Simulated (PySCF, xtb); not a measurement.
C2H3O2, charge -1, multiplicity 1. Atoms are numbered in the order given.

```xyz
7

C     -1.3290    -0.2733    -0.0168
C      0.2051     0.0362    -0.0012
O      0.9806    -0.9632    -0.0490
O      0.5040     1.2647     0.0668
H     -1.7745     0.0338     0.9527
H     -1.5295    -1.3503    -0.1824
H     -1.8288     0.3275    -0.8044
```
Charge -1, spin multiplicity 1.

Geometry: PBE-D3(BJ)/def2-SVPD. The spin state was assumed, not searched. The isomer is the one that the SMILES or the coordinates give; other isomers of the formula were not compared.

The numbers are results of IEF-PCM-PBE0/def2-SVPD in PySCF, not measurements.

The values are the electrostatic part of the solvation free energy, E(continuum) − E(gas) at the gas-phase geometry, in a cavity of scaled van der Waals radii (PySCF's table); cavitation and dispersion terms are not included. In vacuum the orbital gap is 6.11 eV.

```
solvent            ε  ΔG(elec) (kcal/mol)  gap (eV)
-------------  -----  -------------------  --------
water          78.36                    ?         ?
2-propanol     19.26                -64.6      7.62
chlorobenzene   5.70                -55.6      7.42
```

Task: Some entries are withheld; supply them. (Estimate from the structure and the level; the computed values follow.)

Result: 
- water, ΔG(elec) (kcal/mol): -67.6
- water, gap (eV): 7.68

For comparison, GFN2-xTB/ALPB(water) (xtb, at the GFN2-xTB geometry, all terms of that model) gives -66.7 kcal/mol.
